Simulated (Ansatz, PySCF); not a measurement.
System: sum formula HBO (charge 0, singlet). 
Geometry from a B3LYP-D3(BJ)/def2-TZVP (Ansatz, a first-principles code) optimisation:
```xyz
3

B     -0.2509    -0.5836    -0.6006
O      0.0479     0.2685     0.3281
H      0.8717     0.7704     0.3784
```
Charge 0, spin multiplicity 1.

Total electronic energies in hartree. Cores are frozen in the correlated levels unless marked. No spin-orbit coupling. No relativistic terms. CBS marks a two-point X^-3 extrapolation of the correlation energy; Hartree-Fock from the larger set (for Q and 5 zeta extrapolated as (X+1)exp(-9√X)).

```
level                                        program  energy (Eh)
------------------------------------  --------------  -----------
HF/def2-TZVPPD                                Ansatz   -100.14628
BLYP-D3(BJ)/def2-TZVPD                Ansatz + dftd3   -100.66052
r2SCAN/def2-TZVPD                             Ansatz   -100.61628
PBE0/6-31G*                                   Ansatz   -100.50064
r2SCAN0-D4/def2-TZVPD                 Ansatz + dftd4   -100.60389
r2SCAN0/def2-TZVPD                            Ansatz   -100.60370
M06-2X/def2-TZVPD                              PySCF   -100.64091
HSE06-D3(BJ)/def2-TZVPD               Ansatz + dftd3   -100.55075
HSE06-D4/def2-TZVPD                   Ansatz + dftd4   -100.55084
B2GP-PLYP-D3(BJ)/def2-TZVPD           Ansatz + dftd3   -100.58449
MP2/def2-QZVPP                                Ansatz   -100.48699
MP2/cc-pV5Z                                   Ansatz   -100.49824
RI-MP2/CBS(def2-TZVPPD,def2-QZVPPD)           Ansatz    -100.5046
SCS-MP2/aug-cc-pVTZ                           Ansatz   -100.45988
SCS-MP2/cc-pVTZ                               Ansatz   -100.45280
CCSD/aug-cc-pVDZ                              Ansatz   -100.39553
CCSD/def2-SVP                                 Ansatz   -100.28782
CCSD/def2-TZVPPD                              Ansatz   -100.47397
CCSD/def2-QZVPPD                              Ansatz   -100.49879
CCSD/CBS(def2-TZVPPD,def2-QZVPPD)             Ansatz    -100.5135
CCSD(T)/CBS(aug-cc-pVTZ,aug-cc-pVQZ)          Ansatz    -100.5283
CCSD(T)/CBS(def2-TZVPP,def2-QZVPP)            Ansatz    -100.5288
CCSD(T)/CBS(cc-pVQZ,cc-pV5Z)                  Ansatz    -100.5296
```

Totals of different functionals don't rank their quality; only differences between species are comparable.
